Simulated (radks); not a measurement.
Values are calculated unless marked as measured or tabulated.
How relativity changes the ionisation of the zirconium ion Zr2+ ([Kr] 4d2) to Zr3+ ([Kr] 4d1). Spin-unpolarised spherical Kohn-Sham, PBEsol, point nucleus unless stated (finite: rms radius 4.2694 fm), a radial shooting solver on a logarithmic mesh with Libxc functionals. A level marked "c x" has the speed of light scaled by that factor and shares open shells by 2j + 1; other Dirac levels either fill j = l - 1/2 first or share by 2j + 1.

\begin{tabular}{lrrrrr}
level & E(Zr2+) (hartree) & E(Zr3+) (hartree) & IE (eV) & HOMO & <r> HOMO (bohr) \\ \hline
non-rel. & -3537.77834 & -3536.93613 & 22.918 & 4d & 1.977 \\
scalar-rel. & -3595.74504 & -3594.91506 & 22.585 & 4d & 2.001 \\
scalar-rel., finite nucleus & -3595.70334 & -3594.87334 & 22.585 & 4d & 2.001 \\
Dirac, 2j+1 shares & -3596.16949 & -3595.33961 & 22.582 & 4d5/2 & 2.008 \\
Dirac, low j first & -3596.17639 & -3595.34377 & 22.657 & 4d3/2 & 1.995 \\
Dirac, 2j+1 shares, finite nucleus & -3596.12771 & -3595.29783 & 22.582 & 4d5/2 & 2.008 \\
Dirac, c x 5 & -3540.02161 & -3539.17990 & 22.904 & 4d5/2 & 1.978 \\
Dirac, c x 10 & -3538.33847 & -3537.49639 & 22.914 & 4d5/2 & 1.977 \\
Dirac, c x 100 & -3537.78393 & -3536.94173 & 22.917 & 4d5/2 & 1.977 \\
\end{tabular}

NIST Atomic Spectra Database: 23.170 eV (semi-empirical). The relativistic part of the total energy of Zr2+ is -58.35 hartree (Dirac, 2j+1 shares, finite nucleus), 1.6 % of the non-relativistic value. Spin polarisation and multiplet splitting of open shells are left out at every level.

Beside tabulated values, note that relativity, absent from the non-relativistic runs, is large for the heavy elements, and spin-unpolarised runs miss the spin-polarisation part of the exchange energy of open shells.
